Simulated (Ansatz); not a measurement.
System: C2 (charge 0, singlet). This is an excited singlet: at this geometry the triplet lies 0.96 eV lower at wB97M-V/def2-TZVPD. 
Geometry from a B3LYP-D3(BJ)/def2-TZVP (Ansatz, a quantum-chemistry and plane-wave program) optimisation:
```
C
C 1 1.2471
```
Charge 0, spin multiplicity 1.

Total electronic energies in hartree. Correlated levels leave the core frozen unless marked. Spin-orbit coupling is left out. Non-relativistic.  The program attaches cautions to a run behind CCSD/cc-pwCVTZ: large difference. The program attaches cautions to a run behind CCSD/cc-pV5Z: large difference.

The Hartree-Fock reference is unstable (checked in the largest basis), which strains HF and MP2. The T1 diagnostic of CCSD in the largest basis is 0.039, which is high, so the coupled-cluster rows are less sure than usual.

```json
[
 {"level": "RI-HF/def2-TZVPP", "program": "Ansatz", "energy (Eh)": "[?]"},
 {"level": "B97M-V/def2-TZVPD", "program": "Ansatz", "energy (Eh)": "-75.91403"},
 {"level": "PBE0/def2-TZVP", "program": "Ansatz", "energy (Eh)": "[?]"},
 {"level": "PBE0/def2-QZVPP", "program": "Ansatz", "energy (Eh)": "-75.80648"},
 {"level": "B2GP-PLYP-D4/def2-TZVPD", "program": "Ansatz + dftd4", "energy (Eh)": "[?]"},
 {"level": "B2PLYP-D3(BJ)/def2-TZVPD", "program": "Ansatz + dftd3", "energy (Eh)": "-75.84367"},
 {"level": "CCSD/cc-pwCVTZ", "program": "Ansatz", "energy (Eh)": "-75.75391"},
 {"level": "CCSD/cc-pV5Z", "program": "Ansatz", "energy (Eh)": "-75.77038"}
]
```

### Question
Fill in the missing entries.

### Answer

- RI-HF/def2-TZVPP, energy (Eh): -75.44120
- PBE0/def2-TZVP, energy (Eh): -75.80258
- B2GP-PLYP-D4/def2-TZVPD, energy (Eh): -75.80513
